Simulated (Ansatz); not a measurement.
Correlation energies of CH$_{3}$Cl$_{3}$SSiZn (`[CH3][Zn][S][Si](Cl)(Cl)Cl`) by basis set

Z-matrix (Å, degrees):
```
C
Zn 1 1.932
H 1 1.092 2 109.9
H 1 1.091 2 111.0 3 -120.3
H 1 1.092 2 109.8 3 119.3
S 2 2.218 1 171.2 3 119.4
Cl 2 2.903 1 107.0 3 -60.3
Si 6 2.070 2 93.1 1 -179.7
Cl 8 2.034 6 113.2 2 118.8
Cl 8 2.034 6 113.2 2 -118.9
```

The species carries charge 0 and has multiplicity 1. For Zn the d shell is correlated and the shells below it are frozen. Scalar relativity is left out up to krypton. The structure was optimised at the PBE0-D4/def2-TZVP level. It is one conformer, not always the lowest. Frozen core, restricted reference, Ansatz.

| basis | HF (Eh) | MP2 corr. | CCSD corr. | (T) | CCSD(T) total |
| --- | --- | --- | --- | --- | --- |
| def2-SVP | ? | -1.06257 | ? | ? | ? |
| def2-TZVPP | ? | -1.54044 | -1.56035 | -0.06630 | ? |
| def2-QZVPP | -3882.79286 | -1.67474 | – | – | – |

Problem. Fill in the withheld values. (Estimate.)

Solution. The calculation gave: def2-SVP HF (Eh): -3881.68476; def2-SVP CCSD corr.: -1.10215; def2-SVP (T): -0.03048; def2-SVP CCSD(T) total: -3882.81739; def2-TZVPP HF (Eh): -3882.69136; def2-TZVPP CCSD(T) total: -3884.31801.
